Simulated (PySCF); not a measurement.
Polarisability and C₆ of Ge²⁺ (germanium, charge +2)

[Ar] 3d10 4s1 4p1, high-spin 3P determinant (an excited configuration). Calculation: PySCF 2.14, in aug-cc-pVTZ-PP with ECP10MDF (6s5p4d2f, 55 functions); a scalar-relativistic core potential. Coupled (time-dependent) response in atomic units; α is the mean over directions.

| method | mean α (bohr³) | α xx, yy, zz | C₆ (like pair) | S(−4) |
| --- | --- | --- | --- | --- |
| UHF | 10.63 | 11.37, 9.145, 11.37 | 38.83 | 56.86 |
| PBE | 10.15 | 10.32, 9.793, 10.32 | 36.70 | 51.04 |
| PBE0 | 10.20 | 10.53, 9.535, 10.53 | 36.87 | 51.60 |
| M06 | 10.07 | 10.28, 9.640, 10.28 | 35.47 | 52.77 |
| MN15 | 10.46 | 11.13, 9.127, 11.13 | 37.22 | 57.19 |

S(−4) is the Cauchy moment in α(ω) = α(0) + S(−4) ω² + …

Spin-orbit coupling is absent.

α(iu) at PBE:

```tsv
u (hartree)	α(iu) (bohr³)
0	10.15
0.0500	10.02
0.100	9.662
0.200	8.470
0.300	7.062
0.500	4.713
0.750	2.977
1.00	2.042
1.50	1.153
2.00	0.7536
3.00	0.4006
5.00	0.1688
```

A single London oscillator, α(iu) = α/(1 + u²/ω²), gives C₆ = (3/4) ω α². Matching the computed C₆ needs ω = 4 × 36.70 / (3 × 10.15²) = 0.475 hartree.

For an ion, C₆ is the dispersion term alone; charge-induced terms of lower order in 1/R come first.

The components differ because the open shell of this determinant is not spherical; for a pure term their mean is the scalar polarisability.

Energies and moments cover only the electrons outside the core potential.
